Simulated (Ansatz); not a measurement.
A series at W: from `[O]=[W]([OH])([OH])([OH])[OH]`, ligands are replaced one by one, each step taking up H–F and setting free H₂O; n counts the steps. Ansatz, PBE0-D4/def2-TZVP geometries. Each molecule was computed in one conformer, which needn't be the lowest.

| n | molecule | HOMO energy, ωB97M-V/def2-TZVPP (eV) |
| --- | --- | --- |
| 0 | `[O]=[W]([OH])([OH])([OH])[OH]` | -11.44 |
| 1 | `[O]=[W]([OH])([OH])([OH])[F]` | -11.96 |
| 2 | `[O]=[W]([OH])([OH])([F])[F]` | ? |
| 3 | `[O]=[W]([OH])([F])([F])[F]` | -13.01 |
| 4 | `[O]=[W]([F])([F])([F])[F]` | -14.06 |

Question: By hand: fit a straight line y = ȳ + b (n − n̄) to the 4 given rows and predict n = 2.

Answer: n̄ = 2.000, ȳ = -12.617; Σ(n − n̄)(y − ȳ) = -6.290, Σ(n − n̄)² = 10.000, so b = -0.629 eV a step. Prediction: -12.617 + (-0.629) × (0.000) = -12.62 eV.

Question: By hand: compare with the computed value, -12.18 eV, and give the steps along the whole series.

Answer: The line misses by 0.44 eV (computed minus predicted). Steps: -0.52, -0.22, -0.83, -1.05 eV.

The steps differ by up to 0.83 eV without a steady trend. The highest orbital can change its character along such a series. The miss is 16.8 % of the series' range.
